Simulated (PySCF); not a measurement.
# Bond curve of ZnH

Set-up: PySCF, no relativity, basis sets Zn def2-TZVPPD, H def2-TZVPPD. Energies in eV from Zn + H in their ground configurations at the same level. State: ²Σ⁺ (doublet), unpaired electrons σ ↑.

All columns are revPBE. A positive dipole means Zn(−)H(+).

```tsv
R (Å)	E (eV)	μ (D)	Mulliken charge on Zn (basis-dependent)	HOMO (eV)	LUMO (eV)	Mayer bond order	⟨S²⟩
1.388	-0.629	-0.03	0.00	-4.28	-2.87	0.86	0.75
1.453	-0.810	-0.16	-0.02	-4.35	-2.96	0.86	0.75
1.517	-0.916	-0.29	-0.03	-4.42	-3.05	0.85	0.75
1.566	-0.957	-0.39	-0.03	-4.47	-3.11	0.85	0.75
1.614	-0.973	-0.48	-0.02	-4.53	-3.17	0.84	0.75
1.662	-0.968	-0.58	-0.02	-4.58	-3.23	0.84	0.76
1.727	-0.939	-0.70	0.00	-4.65	-3.31	0.82	0.76
1.808	-0.875	-0.83	0.01	-4.75	-3.39	0.80	0.76
1.905	-0.774	-0.97	0.04	-4.86	-3.48	0.77	0.76
2.034	-0.624	-1.11	0.06	-5.01	-3.58	0.71	0.76
```

A fit through these points gives, at Re = 1.626 Å, μ = -0.51 D and dμ/dR = -1.95 D/Å; the reduced mass is 0.9922 u.

Problem. How strong is the fundamental in the double-harmonic approximation, I = 42.26·(dμ/dR)²/μred km/mol?

Solution. I = 42.26·(-1.95)²/0.9922 = 162 km/mol at revPBE.

The state is the lowest determinant that a PBE0 search found; another state may lie lower at other levels.
